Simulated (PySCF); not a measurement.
Positional isomers: styrene fluoro+silyl. Gas-phase values, no solvent. One relaxed conformer stands for each flexible species; it need not be the lowest. Strings in code marks are SMILES.

Calculation: PySCF 2.14.0 with PBE-D3(BJ)/def2-TZVP // PBE0-D3(BJ)/def2-SVP. All candidates: neutral, multiplicity 1. Delta-SCF ions had no search for a lower state. Excitations are Tamm–Dancoff values on a coarser integration grid. The basis has no diffuse functions, so Rydberg states are missing or too high.

```
Item                                      Result
--------------------------------------  --------
LUMO                                    -2.39 eV
vertical ionisation energy (Delta-SCF)   8.38 eV
S1 excitation (TDA)                      4.24 eV
```

**Question.** Which member has these values?
A) `C=C([SiH3])c1ccccc1F` (Si–C–C–C torsion 145°)
B) `C=Cc1ccc(F)cc1[SiH3]` (C–C–C–C torsion 20°)
C) `C=Cc1cc(F)cc([SiH3])c1` (C–C–C–C torsion 1°)
D) `C=Cc1ccc(F)c([SiH3])c1` (C–C–C–C torsion 1°)

**Answer.** C, `C=Cc1cc(F)cc([SiH3])c1` (C–C–C–C torsion 1°). The others give `C=C([SiH3])c1ccccc1F` (Si–C–C–C torsion 145°): -2.20 eV, 8.36 eV, 4.34 eV; `C=Cc1ccc(F)cc1[SiH3]` (C–C–C–C torsion 20°): -2.18 eV, 8.20 eV, 4.31 eV; `C=Cc1ccc(F)c([SiH3])c1` (C–C–C–C torsion 1°): -2.18 eV, 8.15 eV, 4.25 eV
